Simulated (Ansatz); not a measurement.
System: sum formula H3Si2OCl2, net charge 0, doublet state. It need not be the lowest isomer of its formula. SMILES: [SiH3]O[Si](Cl)Cl
Geometry from a B3LYP-D3(BJ)/def2-TZVP (Ansatz, an electronic-structure program) optimisation:
```xyz
8

Si     0.5329     0.0312     0.6343
Cl     0.3174     1.9799    -0.0439
Cl     2.0931    -0.8722    -0.3749
O     -0.8284    -0.7892     0.3405
Si    -2.3812    -0.7619    -0.2352
H     -3.1488     0.2888     0.4654
H     -2.9696    -2.0889     0.0306
H     -2.3572    -0.4882    -1.6871
```
Charge 0, spin multiplicity 2.

Parts of the frozen-core correlation energy in cc-pVTZ (Ansatz, hartree). Frozen orbitals: 21; correlated occupied orbitals by spin: 16 and 15; virtual: 171 and 172. UHF or UKS for open shells. Spin-orbit coupling is left out. No relativistic terms.

```tsv
term	value
reference (HF)	-1573.74127
MP2 opposite-spin	-0.62285
MP2 same-spin	-0.19890
CCSD correlation	-0.87557
(T)	-0.03483
T1 diagnostic	0.013
largest doubles amplitude	0.016
<S^2> of the reference	0.755
```
